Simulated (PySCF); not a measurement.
Hf(Cl)2(OSiH3) (Cl₂H₃HfOSi), SMILES [SiH3][O][Hf+]([Cl])[Cl], charge +1, multiplicity 1.

Geometry optimised at B3LYP-D3(BJ)/def2-SVP. The multiplicity is an assumed one; no other spin state was optimised. The isomer is the one that the SMILES or the coordinates give; other isomers of the formula were not compared. The def2 effective core potentials stand for the cores of Hf; spin–orbit coupling is left out. Other conformers were not sampled.

Method: B3LYP-D3(BJ)/def2-SVP run with PySCF 2.14.0.

Frequencies are harmonic and unscaled.

### Question
Estimate the vibrational spectrum. (The exact figures need the calculation; the answer reports its results.)

### Answer

```json
[
 {"mode": "1", "ν (cm⁻¹)": "20", "IR (km/mol)": "0.0", "Raman (Å⁴/amu)": "0.0", "depolarisation": "–", "moving atoms (share of kinetic energy)": "H 98 %"},
 {"mode": "2", "ν (cm⁻¹)": "51", "IR (km/mol)": "1.3", "Raman (Å⁴/amu)": "1.3", "depolarisation": "0.75", "moving atoms (share of kinetic energy)": "Cl 50 %, Si 32 %, H 9 %"},
 {"mode": "3", "ν (cm⁻¹)": "59", "IR (km/mol)": "4.1", "Raman (Å⁴/amu)": "0.9", "depolarisation": "0.50", "moving atoms (share of kinetic energy)": "Cl 50 %, Si 21 %, Hf 18 %"},
 {"mode": "4", "ν (cm⁻¹)": "103", "IR (km/mol)": "3.1", "Raman (Å⁴/amu)": "2.8", "depolarisation": "0.75", "moving atoms (share of kinetic energy)": "Cl 85 %, Hf 12 %"},
 {"mode": "5", "ν (cm⁻¹)": "187", "IR (km/mol)": "12.3", "Raman (Å⁴/amu)": "1.8", "depolarisation": "0.61", "moving atoms (share of kinetic energy)": "O 70 %, Hf 10 %, H 10 %"},
 {"mode": "6", "ν (cm⁻¹)": "204", "IR (km/mol)": "4.9", "Raman (Å⁴/amu)": "2.6", "depolarisation": "0.75", "moving atoms (share of kinetic energy)": "O 77 %, Cl 11 %, H 8 %"},
 {"mode": "7", "ν (cm⁻¹)": "385", "IR (km/mol)": "10.3", "Raman (Å⁴/amu)": "10.1", "depolarisation": "0.05", "moving atoms (share of kinetic energy)": "Si 59 %, Cl 17 %, Hf 12 %"},
 {"mode": "8", "ν (cm⁻¹)": "417", "IR (km/mol)": "30.8", "Raman (Å⁴/amu)": "7.9", "depolarisation": "0.16", "moving atoms (share of kinetic energy)": "Cl 71 %, Hf 18 %, Si 8 %"},
 {"mode": "9", "ν (cm⁻¹)": "420", "IR (km/mol)": "67.9", "Raman (Å⁴/amu)": "2.7", "depolarisation": "0.75", "moving atoms (share of kinetic energy)": "Cl 77 %, Hf 22 %"},
 {"mode": "10", "ν (cm⁻¹)": "702", "IR (km/mol)": "49.8", "Raman (Å⁴/amu)": "11.1", "depolarisation": "0.75", "moving atoms (share of kinetic energy)": "H 85 %"},
 {"mode": "11", "ν (cm⁻¹)": "706", "IR (km/mol)": "56.7", "Raman (Å⁴/amu)": "10.1", "depolarisation": "0.70", "moving atoms (share of kinetic energy)": "H 84 %, O 9 %"},
 {"mode": "12", "ν (cm⁻¹)": "901", "IR (km/mol)": "935.6", "Raman (Å⁴/amu)": "54.3", "depolarisation": "0.35", "moving atoms (share of kinetic energy)": "H 50 %, O 34 %, Si 15 %"},
 {"mode": "13", "ν (cm⁻¹)": "940", "IR (km/mol)": "59.9", "Raman (Å⁴/amu)": "20.6", "depolarisation": "0.75", "moving atoms (share of kinetic energy)": "H 96 %"},
 {"mode": "14", "ν (cm⁻¹)": "942", "IR (km/mol)": "59.3", "Raman (Å⁴/amu)": "18.7", "depolarisation": "0.73", "moving atoms (share of kinetic energy)": "H 96 %"},
 {"mode": "15", "ν (cm⁻¹)": "1014", "IR (km/mol)": "70.8", "Raman (Å⁴/amu)": "9.3", "depolarisation": "0.06", "moving atoms (share of kinetic energy)": "O 56 %, H 42 %"},
 {"mode": "16", "ν (cm⁻¹)": "2277", "IR (km/mol)": "22.9", "Raman (Å⁴/amu)": "285.7", "depolarisation": "0.01", "moving atoms (share of kinetic energy)": "H 99 %"},
 {"mode": "17", "ν (cm⁻¹)": "2302", "IR (km/mol)": "53.5", "Raman (Å⁴/amu)": "100.7", "depolarisation": "0.72", "moving atoms (share of kinetic energy)": "H 95 %"},
 {"mode": "18", "ν (cm⁻¹)": "2303", "IR (km/mol)": "50.3", "Raman (Å⁴/amu)": "64.5", "depolarisation": "0.75", "moving atoms (share of kinetic energy)": "H 95 %"}
]
```
